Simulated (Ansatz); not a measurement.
All values below come from frozen-core CCSD(T)/cc-pVQZ // B3LYP-D3(BJ)/def2-TZVP run with Ansatz (a quantum-chemistry and plane-wave program).

Ansatz 0.2 input:
```yaml
crystal:
  periodic: [false, false, false]
  atoms:
    - { symbol: B, position_ang: [-0.667905, -0.000611, 0.00026] }
    - { symbol: B, position_ang: [0.999756, 0.000963, -0.000363] }
    - { symbol: O, position_ang: [2.203952, 0.002041, -0.000845] }
    - { symbol: H, position_ang: [-1.266905, -1.025244, -0.003588] }
    - { symbol: H, position_ang: [-1.268899, 1.02285, 0.004537] }
basis:
  gaussian: { orbitals: cc-pVQZ }
correlation:
  method: ccsd_t
```

Output:

```
Functional definition: HF
1356 factors; integrals over basis functions are off by at most 1.1e-3 eV
mean field evaluation 1: about -3410.0501 eV, gradient 4.4e1 eV
mean field evaluation 2: about -3410.0498 eV, gradient 4.4e1 eV
mean field evaluation 4: about -3414.0985 eV, gradient 3.0e0 eV
mean field evaluation 8: about -3414.1420 eV, gradient 1.6e-1 eV
mean field evaluation 16: about -3414.1403 eV, gradient 5.3e-1 eV
mean field -3414.14213662 eV, -125.4674093320 hartree, gradient 3.5e-6 eV, S^2 0.000000; 0 other end points of the search recorded, 0 dependent functions left out
3 core orbitals not correlated
reference -3414.14213662 eV, -125.4674093320 hartree; 7, 7 occupied and 215, 215 virtual orbitals, 1356 factors
second order -12.23993427 eV of doubles, -0.00000000 eV of singles
cycle   1  -12.07532097 eV  change    1.6e-1 eV  update   1.1e-1
cycle   2  -12.44698690 eV  change   -3.7e-1 eV  update   3.9e-2
cycle   3  -12.56991384 eV  change   -1.2e-1 eV  update   2.0e-2
cycle   4  -12.55660298 eV  change    1.3e-2 eV  update   5.3e-3
cycle   5  -12.55448968 eV  change    2.1e-3 eV  update   2.7e-3
cycle   6  -12.55604802 eV  change   -1.6e-3 eV  update   1.0e-3
cycle   7  -12.55584289 eV  change    2.1e-4 eV  update   4.5e-4
cycle   8  -12.55573370 eV  change    1.1e-4 eV  update   1.6e-4
cycle   9  -12.55578057 eV  change   -4.7e-5 eV  update   5.9e-5
cycle  10  -12.55578918 eV  change   -8.6e-6 eV  update   2.2e-5
cycle  11  -12.55576841 eV  change    2.1e-5 eV  update   8.4e-6
cycle  12  -12.55577527 eV  change   -6.9e-6 eV  update   3.7e-6
perturbative correction -0.55053337 eV, -0.0202317282 hartree
Total energy: -3427.24844525 eV, -125.9490572906 hartree
```

Cost: about 80 core-seconds (a rough figure).
